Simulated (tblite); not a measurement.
Record of a relaxation.

Species: C2H5AsBNS.
Bonds: C1–S2, S2–B3, B3–As4, B3–C5, C5–N6 (triple). Hydrogens: H7, H8, H9 on C1; H10, H11 on As4.

Computed with GFN2-xTB (tblite), gas phase: L-BFGS steps from a force-field or distance-geometry start until the largest atomic force falls under 0.01 eV/Å. 6 of its 102 geometries are shown.

Step 0: E = -449.3518 eV, largest atomic force 1.349 eV/Å
```
atom  x, y, z in Å  |  force x, y, z in eV/Å
C1     -1.545   -0.908   -0.066   -0.922   0.149   0.535
S2     -0.126   -0.896   -1.198    0.221   0.379   0.224
B3      0.701    0.592   -0.372   -0.279   0.313  -0.600
As4     2.072    0.343    1.095    0.187  -0.563   0.218
C5      0.368    2.007   -0.870   -0.345   0.331  -0.250
N6      0.120    3.074   -1.259    0.334  -1.213   0.488
H7     -2.231   -1.733   -0.353    0.619   0.487   0.089
H8     -1.217   -1.054    0.987   -0.130   0.056  -0.676
H9     -2.106    0.049   -0.147    0.361  -0.551   0.048
H10     1.161   -0.689    1.865    0.460   0.268  -0.513
H11     2.808   -0.782    0.292   -0.507   0.344   0.436
```

Step 20: E = -449.6494 eV, largest atomic force 0.499 eV/Å
```
atom  x, y, z in Å  |  force x, y, z in eV/Å
C1     -1.616   -0.826   -0.111    0.281  -0.025  -0.227
S2      0.018   -1.013   -0.939   -0.117   0.159   0.137
B3      0.750    0.542   -0.346   -0.056  -0.393  -0.074
As4     2.311    0.381    0.968   -0.065  -0.393  -0.098
C5      0.112    1.860   -0.677    0.358   0.008   0.023
N6     -0.029    2.909   -1.138   -0.280  -0.024   0.098
H7     -2.250   -1.627   -0.469   -0.083   0.041  -0.095
H8     -1.416   -0.967    0.948   -0.160   0.105   0.044
H9     -2.037    0.154   -0.317   -0.046  -0.056   0.011
H10     1.269   -0.506    1.703    0.430   0.248   0.053
H11     2.892   -0.905    0.353   -0.262   0.330   0.129
```

Step 40: E = -450.2869 eV, largest atomic force 0.498 eV/Å
```
atom  x, y, z in Å  |  force x, y, z in eV/Å
C1     -1.812   -0.726   -0.388   -0.292   0.016  -0.131
S2     -0.069   -1.224   -0.257    0.155  -0.009   0.069
B3      0.804    0.292   -0.121    0.426   0.169   0.066
As4     2.834    0.333    0.394   -0.476  -0.144  -0.032
C5      0.020    1.576   -0.312   -0.113  -0.062   0.138
N6     -0.683    2.480   -0.445    0.274  -0.089  -0.006
H7     -2.345   -1.491   -0.943    0.024  -0.112   0.020
H8     -2.231   -0.634    0.609    0.029  -0.037   0.027
H9     -1.897    0.220   -0.908    0.004   0.056  -0.030
H10     2.409    0.351    1.847    0.076   0.072  -0.064
H11     2.974   -1.174    0.498   -0.106   0.140  -0.057
```

Step 61: E = -450.3667 eV, largest atomic force 0.066 eV/Å
```
atom  x, y, z in Å  |  force x, y, z in eV/Å
C1     -1.857   -0.778   -0.452    0.013  -0.025   0.030
S2     -0.109   -1.236   -0.163    0.000   0.011  -0.006
B3      0.756    0.283    0.008    0.023  -0.009   0.024
As4     2.774    0.244    0.231    0.010  -0.025   0.000
C5      0.021    1.594   -0.135    0.057  -0.028  -0.019
N6     -0.518    2.599   -0.293   -0.028   0.024   0.030
H7     -2.308   -1.593   -1.007   -0.024   0.013  -0.015
H8     -2.352   -0.666    0.509    0.015   0.015  -0.036
H9     -1.900    0.147   -1.016   -0.059  -0.008  -0.003
H10     2.712    0.622    1.688   -0.027   0.016  -0.029
H11     2.787   -1.213    0.604    0.020   0.017   0.023
```

Step 81: E = -450.3793 eV, largest atomic force 0.112 eV/Å
```
atom  x, y, z in Å  |  force x, y, z in eV/Å
C1     -1.881   -0.778   -0.487   -0.036   0.019  -0.019
S2     -0.137   -1.276   -0.250   -0.025  -0.019   0.023
B3      0.770    0.213   -0.031   -0.031  -0.011  -0.038
As4     2.786    0.152    0.157   -0.006   0.000   0.076
C5      0.060    1.544   -0.073    0.063  -0.081   0.045
N6     -0.465    2.568   -0.086   -0.056   0.081  -0.024
H7     -2.368   -1.592   -1.016   -0.001   0.043  -0.044
H8     -2.359   -0.638    0.477    0.059  -0.014   0.081
H9     -1.931    0.145   -1.055   -0.004  -0.042  -0.052
H10     2.742    0.847    1.493    0.034   0.008  -0.025
H11     2.788   -1.185    0.846    0.002   0.017  -0.023
```

Step 101: E = -450.3829 eV, largest atomic force 0.008 eV/Å
```
atom  x, y, z in Å  |  force x, y, z in eV/Å
C1     -1.888   -0.768   -0.503    0.001   0.001  -0.001
S2     -0.149   -1.298   -0.300    0.000   0.001   0.001
B3      0.766    0.180   -0.025    0.001  -0.001   0.001
As4     2.783    0.124    0.148    0.001   0.002  -0.008
C5      0.056    1.511   -0.032    0.002  -0.003   0.001
N6     -0.475    2.533   -0.039   -0.002   0.003   0.001
H7     -2.405   -1.569   -1.021    0.000   0.000   0.005
H8     -2.327   -0.615    0.478    0.003   0.001  -0.001
H9     -1.933    0.149   -1.081   -0.001  -0.001  -0.005
H10     2.784    0.917    1.427   -0.002  -0.003   0.004
H11     2.795   -1.161    0.924   -0.001   0.000   0.002
```

**Question.** Summarise the path.

**Answer.** The energy falls by 23.78 kcal/mol from step 0 to step 101; nine tenths of that is first reached at step 40. It falls at every step. The largest force goes from 1.349 to 0.008 eV/Å. Among the bonds S2–B3 changes most, from 1.892 to 1.759 Å; the atoms move by 1.173 Å rms after alignment.

Run on one thread, Arm Neoverse V2, on a shared host.
